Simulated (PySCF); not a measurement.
CuH6N2, charge +1, multiplicity 1.

```xyz
9

Cu     0.0000     0.0000     0.0000
N      0.0000     0.0000     1.9385
H     -0.9071     0.2696     2.3343
H      0.6870     0.6508     2.3343
H      0.2201    -0.9204     2.3343
N      0.0000     0.0000    -1.9385
H     -0.9071    -0.2696    -2.3343
H      0.6870    -0.6508    -2.3343
H      0.2201     0.9204    -2.3343
```
Charge +1, spin multiplicity 1.

The structure is a stationary point at B3LYP-D3(BJ)/def2-SVP. The multiplicity is an assumed one; other spin states were not compared.

These are KT2/pcSseg-1 (PySCF) values and carry that method's errors. Non-relativistic, no solvent.

Computed absolute GIAO shielding of each atom: isotropic value and principal components (ppm):
```tsv
atom	σ(iso)	σ11	σ22	σ33	span
Cu1	913.5	175.6	175.6	2389.5	2213.9
N2	259.3	238.1	269.9	269.9	31.8
H3	29.0	21.1	24.6	41.5	20.4
H4	29.0	21.1	24.6	41.5	20.4
H5	29.0	21.1	24.6	41.5	20.4
N6	259.3	238.1	269.9	269.9	31.8
H7	29.0	21.1	24.6	41.5	20.4
H8	29.0	21.1	24.6	41.5	20.4
H9	29.0	21.1	24.6	41.5	20.4
```
